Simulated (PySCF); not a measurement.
# Radial density of V²⁺ (vanadium, charge +2)

UHF, [Ar] 3d2 4s1, high-spin 4F determinant (an excited configuration). Calculation: PySCF 2.14, in def2-QZVPPD; the non-relativistic Hamiltonian (point nucleus).

```
r (bohr)  4πr²ρ (e/bohr)  4πr²(ρα − ρβ)
 0.00118          0.1346         0.0001
 0.00198          0.3671         0.0002
 0.00333          0.9762         0.0006
 0.00560           2.488         0.0015
 0.00941           5.908         0.0035
  0.0158           12.46         0.0071
  0.0266           21.59         0.0113
  0.0448           27.30         0.0104
  0.0753           23.22         0.0020
   0.127           21.91         0.0212
   0.213           29.74         0.1288
   0.359           16.95         0.4806
   0.603           9.397         1.4234
    1.01           10.01         1.5898
    1.71           2.272         0.8654
    2.87          0.5038         0.4854
    4.83         0.04546         0.0455
    8.12       0.0002064         0.0002
```
